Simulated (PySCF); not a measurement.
**CeF and its ions**

PBE0; Ce x2c-SVPall, F x2c-SVPall; spin-free X2C with a Gaussian nucleus (PySCF 2.14). Neutral (UKS): quartet (f population 1.1), Re = 2.008 Å, ωe = 580 cm⁻¹, De = 6.88 eV, HOMO -3.73 eV, LUMO -1.58 eV.

CeF⁺ (UKS): triplet (f population 1.7), Re = 2.000 Å, ωe = 599 cm⁻¹, De = 7.14 eV to Ce⁺ (4f1 5d2) + F. The energies at the minima are -8958.90081 hartree for CeF and -8958.70446 for CeF⁺.

Work out the adiabatic ionisation energy, without and with harmonic zero-point energies (1 hartree = 27.2114 eV, 1 eV = 8065.5 cm⁻¹), and the change of the bond length.

At PBE0: 0.19635 hartree = 5.343 eV between the minima; the zero-point term (599.0 − 580.0)/2 cm⁻¹ = +0.001 eV makes it 5.344 eV. Re changes by -0.8 pm against the neutral.

These are scalar-relativistic numbers at best; spin–orbit coupling would shift them, the dissociation energy most. For an ion De counts to the pair picked by the measured ionisation energies or electron affinities, which need not be the lowest pair at this level. The state is the lowest single determinant that the PBE0 search found; with open d or f shells the true ground state can be another one.
